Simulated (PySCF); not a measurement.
## Calculated data, CH$_{4}$Al$_{2}$B

Calculation on a computer-drawn molecule: the log of a Hartree-Fock and frozen-core CCSD(T) single point meant for a local Hartree-Fock minimum, with one planted fault or none, to be diagnosed. Offsets are logged minus clean, where the clean run is the same molecule without the fault. The reference is restricted for singlets and unrestricted otherwise, and also for a bond in bohr or an excited solution. Adding or removing an electron swaps singlet and doublet. The excited solution moves the top pair (singlet) or top alpha electron (doublet) to the lowest empty orbital. Highest occupied and lowest empty are orbital energies over both spins, largest force is the largest gradient component, triples share is (T) over the correlation energy, the T1 limit is 0.02 restricted and 0.045 unrestricted, electrons count all cores, a negative frequency is imaginary (commonest isotopes), and the dipole is about the centre of nuclear charge. Program: PySCF 2.14.0.

```json
{"formula": "CH4Al2B", "logged_structure": {"atoms_angstrom": [["Al", 1.6481, 0.5335, 1.0059], ["C", 0.4665, -0.8528, 1.2155], ["B", -0.9137, -0.7594, 0.9383], ["Al", -3.0389, -0.5789, 0.4979], ["H", 2.6442, 1.7, 0.83], ["H", 0.8694, -1.8024, 1.5781], ["H", -3.4714, 0.8363, -0.0126], ["H", -3.8946, -1.8632, 0.7346]]}, "given": {"meant_charge": 1, "meant_multiplicity": 1, "meant_basis": "cc-pV(D+d)Z", "logged_electrons": 40, "logged_basis_functions": 94, "logged_SCF_converged": "yes", "logged_spin_squared": 0.0, "logged_highest_occupied [eV]": -14.264, "logged_lowest_empty [eV]": -3.9147, "logged_largest_force [hartree/bohr]": 2.8558e-05, "logged_lowest_frequency [cm^-1]": 73.365, "logged_T1_diagnostic": 0.015616, "logged_D1_diagnostic": 0.034934, "logged_triples_share": 0.035668, "logged_CC_converged": "yes", "logged_dipole_magnitude [debye]": 5.3548, "logged_SCF_stable_within_its_kind": "yes", "logged_energy_HF [hartree]": -548.41754, "logged_energy_CCSD(T) [hartree]": -548.78232, "possible_faults": "no fault, one electron removed, one electron added, multiplicity raised by two, geometry at a saddle point, SCF held on an excited solution, minimal basis STO-3G, one bond length entered in bohr, all coordinates scaled", "drawn_bonds_atom": [1, 2, 3, 1, 2, 4, 4], "drawn_bonds_other_atom": [2, 3, 4, 5, 6, 7, 8], "drawn_bonds_order": [1, 2, 1, 1, 1, 1, 1]}, "results": {"planted_fault": "no fault", "HF_energy_offset_from_clean_run [kcal/mol]": 0.0, "CCSD(T)_energy_offset_from_clean_run [kcal/mol]": 0.0}}
```
